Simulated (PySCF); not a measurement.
**Deuteron quadrupole couplings in `C[C@@H]1C(C#N)=C1C1CC1`**

Compound: C₈H₉N.
Geometry (PBE0-D3(BJ)/def2-SVP, Å), atoms numbered from 1 in this order:
```xyz
18
C8H9N angstrom
C     -2.6801   -1.5566   -0.9701
C     -1.8675   -1.0120    0.1817
C     -1.2094    0.3435    0.1187
C     -1.4022    1.7264    0.1081
N     -1.5776    2.8759    0.0999
C     -0.4138   -0.6985    0.0454
C      0.9222   -1.2355   -0.1050
C      2.0906   -0.4633    0.4793
C      1.9117   -0.5012   -0.9918
H     -2.6546   -2.6582   -0.9860
H     -3.7347   -1.2507   -0.8857
H     -2.2954   -1.1892   -1.9336
H     -2.2194   -1.3506    1.1714
H      0.9895   -2.3260   -0.0855
H      1.8485    0.4614    1.0090
H      2.8912   -1.0552    0.9294
H      2.5846   -1.1199   -1.5903
H      1.5432    0.3966   -1.4943
```

Level: PBE0/pcSseg-1 (PySCF, non-relativistic); Q(2H) = 0.00286 b; rigid geometry, the same for H and D, with no vibrational averaging.

Question: Rank these positions by the coupling χzz of a deuteron there, largest first.
A. H10 (methyl hydrogen)
B. H15 (methylene hydrogen)
C. H13 (methine hydrogen)

Answer: B (203 kHz), A (195 kHz), C (190 kHz).

Q: Tabulate Vzz, the asymmetry η and χzz = 234.96 MHz × Q × Vzz for every hydrogen position.

A: 
| atom | bonded to | bond length (Å) | Vzz (au) | η | χzz (kHz) |
| --- | --- | --- | --- | --- | --- |
| H10 | C1 | 1.102 | 0.2903 | 0.02 | 195 |
| H11 | C1 | 1.101 | 0.2903 | 0.02 | 195 |
| H12 | C1 | 1.101 | 0.2898 | 0.03 | 195 |
| H13 | C2 | 1.104 | 0.2831 | 0.09 | 190 |
| H14 | C7 | 1.093 | 0.3014 | 0.10 | 203 |
| H15 | C8 | 1.093 | 0.3018 | 0.07 | 203 |
| H16 | C8 | 1.093 | 0.3049 | 0.07 | 205 |
| H17 | C9 | 1.093 | 0.3050 | 0.07 | 205 |
| H18 | C9 | 1.093 | 0.3019 | 0.07 | 203 |

One conformer (not necessarily the lowest) at the PBE0-D3(BJ)/def2-SVP geometry, without solvent, vibrations or thermal averaging. A larger basis could move these couplings by a tenth or more.

These values come from a run that also computed NMR shieldings. The run took 54 s on one thread, Arm Neoverse N1 (aarch64), on a shared host, and the process peaked at 0.89 GiB of memory.
